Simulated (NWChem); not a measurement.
TiHOF₃; SMILES [OH][Ti]([F])([F])[F]

```xyz
6

Ti    -0.0077     0.0054    -0.0340
F      1.0600    -0.4997     1.2386
F      0.5331    -0.6334    -1.5548
F     -1.5954    -0.5935     0.3337
O     -0.0397     1.7486    -0.1206
H     -0.2297     2.5609     0.3574
```
Atoms are numbered in this order, from 1.

Computed with NWChem. Pople sets run with spherical d functions. The geometry was optimised at PBE0/def2-SVP. GIAO values for the isolated, static molecule; σ is the absolute isotropic shielding, δ = σ(reference) − σ with the isolated reference molecule computed at the same levels (19F: trichlorofluoromethane, 1H: tetramethylsilane, 17O: water).

Q: Estimate the computed values for B3LYP/6-31G*. Quantities: σ Ti1 (ppm); δ F2 (rotor mean) (ppm); δ O5 (ppm); δ H6 (ppm).

A: 
- σ Ti1 (ppm) = 132.0
- δ F2 (rotor mean) (ppm) = 305.6
- δ O5 (ppm) = 294.7
- δ H6 (ppm) = 5.96
